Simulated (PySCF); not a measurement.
**Polarisability and C₆ of Cl (chlorine, neutral)**

[Ne] 3s2 3p5, 2P determinant. All numbers are calculated (PySCF 2.14, scalar relativity by spin-free X2C-1e, in aug-cc-pCVTZ-DK with one added diffuse shell each of s, p, d, f type (9s8p6d4f, 91 functions)). Coupled (time-dependent) response in atomic units; α is the mean over directions.

| method | mean α (bohr³) | α xx, yy, zz | C₆ (like pair) | S(−4) |
| --- | --- | --- | --- | --- |
| UHF | 14.25 | 13.16, 14.79, 14.79 | 89.34 | 50.29 |
| PBE | 15.77 | 14.29, 16.51, 16.51 | 100.3 | 71.20 |
| PBE0 | 15.07 | 13.76, 15.72, 15.72 | 95.14 | 60.97 |
| HSE06 | 15.08 | 13.76, 15.74, 15.74 | 95.26 | 61.01 |
| PW91 | 15.71 | 14.25, 16.44, 16.44 | 99.70 | 70.79 |

S(−4) is the Cauchy moment in α(ω) = α(0) + S(−4) ω² + …

Reference α: 14.6 ± 0.1 bohr³ (recommended; Schwerdtfeger and Nagle, table of static dipole polarizabilities (2023 update)). Published C₆: 94.60 (Chu and Dalgarno (2004); Tang, Norbeck and Certain (1976)).

α(iu) at PW91:

```
u (hartree)  α(iu) (bohr³)
          0          15.71
     0.0500          15.54
      0.100          15.05
      0.200          13.45
      0.300          11.59
      0.500          8.313
      0.750          5.561
       1.00          3.880
       1.50          2.143
       2.00          1.347
       3.00         0.6806
       5.00         0.2872
```

The components differ because the open shell of this determinant is not spherical; for a pure term their mean is the scalar polarisability.
